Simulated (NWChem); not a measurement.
System meant: CH4AlClOS; SMILES C[S][Al]([OH])[Cl]

Here is an NWChem input.

```
start job
memory heap 200 mb stack 900 mb global 1100 mb
geometry units angstroms noautosym nocenter noautoz
  Al     0.365547     0.327949    -0.000236
  Cl    -0.346204     2.300829     0.001640
  O      2.024241    -0.024398    -0.002368
  H      2.746267     0.605556     0.000635
  S     -1.016693    -1.327959    -0.000527
  C      0.150441    -2.743943    -0.000924
  H      1.197172    -2.413562    -0.004635
  H     -0.042643    -3.352532    -0.894289
  H     -0.037342    -3.349137     0.895851
end
basis spherical
  * library def2-svp
end
dft
  xc xtpss03 ctpss03
  iterations 150
end
property
  shielding 8 1 2 3 4 5 6 7 8
end
task dft property
```

End of the output:

```
 Vector   35  Occ=0.000000D+00  E=-4.140913D-03
              MO Center= -3.3D-01, -1.3D+00,  5.1D-05, r^2= 4.9D+00
   Bfn.  Coefficient  Atom+Function         Bfn.  Coefficient  Atom+Function
  ----- ------------  ---------------      ----- ------------  ---------------
    76      1.227840  6 C  s                 59     -0.721820  5 S  s
    11     -0.503621  1 Al px                67      0.504957  5 S  py
    94     -0.413452  8 H  s                 99     -0.412782  9 H  s
    66     -0.405405  5 S  px                80     -0.359078  6 C  px
    81      0.320298  6 C  py                75      0.292889  6 C  s

 center of mass
 --------------
 x =   0.04992434 y =   0.07433689 z =  -0.00025940

 moments of inertia (a.u.)
 ------------------
        1303.635336390940         -41.802500825303           0.293001466622
         -41.802500825303         418.644633971906          -0.691770489602
           0.293001466622          -0.691770489602        1710.744976281304

     Multipole analysis of the density
     ---------------------------------

     L   x y z        total         alpha         beta         nuclear
     -   - - -        -----         -----         ----         -------
     0   0 0 0     -0.000000    -32.000000    -32.000000     64.000000

     1   1 0 0      0.911209     -2.907714     -2.907714      6.726637
     1   0 1 0     -0.327626      2.707088      2.707088     -5.741802
     1   0 0 1      0.001845      0.010887      0.010887     -0.019929

     2   2 0 0    -36.440440   -129.294517   -129.294517    222.148594
     2   1 1 0      1.493624     -9.589111     -9.589111     20.671845
     2   1 0 1      0.014318      0.079482      0.079482     -0.144646
     2   0 2 0    -36.480437   -363.627968   -363.627968    690.775498
     2   0 1 1     -0.000747     -0.177836     -0.177836      0.354925
     2   0 0 2    -36.127675    -20.925018    -20.925018      5.722361

          -----------------------------------------
          Chemical Shielding Tensors (GIAO, in ppm)
          -----------------------------------------

 ------------------------------------------------------------------------
  xtpss03: d2 not coded                    0
 ------------------------------------------------------------------------
 ------------------------------------------------------------------------
  current input line :
    24: task dft property
 ------------------------------------------------------------------------
 ------------------------------------------------------------------------
 This error has not yet been assigned to a category
 ------------------------------------------------------------------------
 For more information see the NWChem manual at https://nwchemgit.github.io

0: xtpss03: d2 not coded:Received an Error in Communication
```

Task: What is wrong, and how is it mended?

Result: The run crashed. Cause: this functional's second derivatives, which shieldings need, aren't coded here; the fix takes a hybrid GGA instead. This input runs:
```
start job
memory heap 200 mb stack 900 mb global 1100 mb
geometry units angstroms noautosym nocenter noautoz
  Al     0.365547     0.327949    -0.000236
  Cl    -0.346204     2.300829     0.001640
  O      2.024241    -0.024398    -0.002368
  H      2.746267     0.605556     0.000635
  S     -1.016693    -1.327959    -0.000527
  C      0.150441    -2.743943    -0.000924
  H      1.197172    -2.413562    -0.004635
  H     -0.042643    -3.352532    -0.894289
  H     -0.037342    -3.349137     0.895851
end
basis spherical
  * library def2-svp
end
dft
  xc pbe0
  iterations 150
end
property
  shielding 8 1 2 3 4 5 6 7 8
end
task dft property
```
It converges to -1215.76079 Ha (PBE0/def2-SVP, GIAO).
